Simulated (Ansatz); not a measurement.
Relaxation of C$_{3}$H$_{10}$AlAs (15 atoms, charge 0, multiplicity 1), to a largest force component of 0.015 eV/Å in at most 40 steps.

All numbers below come from RKS PBE0-D4/def2-SVP (Ansatz).

```xyz
15
Properties=species:S:1:pos:R:3
C -1.382 0.290 1.380
C -0.327 0.515 0.330
As 1.325 0.996 1.268
C -0.094 -0.744 -0.525
Al 0.787 -0.456 -2.280
H -1.536 1.274 1.976
H -1.167 -0.513 2.047
H -2.364 0.156 0.859
H -0.603 1.388 -0.281
H 2.282 0.796 0.063
H 1.581 -0.461 1.823
H -1.149 -1.135 -0.793
H 0.309 -1.521 0.034
H 2.110 -1.228 -2.563
H 0.206 0.592 -3.307
```

**Question.** Where does it end, and by what steps?

**Answer.** The run converged. After 12 steps the energy has fallen by 0.520 eV; H15 moved furthest, 0.84 Å.

| step | energy less start (eV) | largest force component (eV/Å) | accepted |
| --- | --- | --- | --- |
| 0 | 0.0000 | 3.100 | yes |
| 1 | -0.3194 | 0.888 | yes |
| 2 | -0.3690 | 0.257 | yes |
| 3 | -0.3912 | 0.206 | yes |
| 4 | -0.4312 | 0.139 | yes |
| 5 | -0.4686 | 0.221 | yes |
| 6 | -0.5025 | 0.250 | yes |
| 7 | -0.5120 | 0.184 | yes |
| 8 | -0.5164 | 0.052 | yes |
| 9 | -0.5184 | 0.035 | yes |
| 10 | -0.5191 | 0.061 | yes |
| 11 | -0.5196 | 0.041 | yes |
| 12 | -0.5198 | 0.008 | yes |

```xyz
15
Properties=species:S:1:pos:R:3
C -1.383 0.280 1.506
C -0.478 0.455 0.293
As 1.329 1.058 0.895
C -0.377 -0.774 -0.613
Al 1.079 -0.420 -1.906
H -1.455 1.195 2.115
H -1.025 -0.536 2.155
H -2.400 0.012 1.179
H -0.840 1.318 -0.296
H 1.981 0.943 -0.514
H 1.807 -0.341 1.281
H -1.358 -0.985 -1.077
H -0.124 -1.661 -0.003
H 2.313 -1.414 -2.084
H 0.910 0.819 -2.902
```

Whether the end is a true minimum wasn't checked by a vibrational analysis.

Run time: 86 s on 2 threads of Arm Neoverse V1 (shared host), peak memory 0.44 GiB.
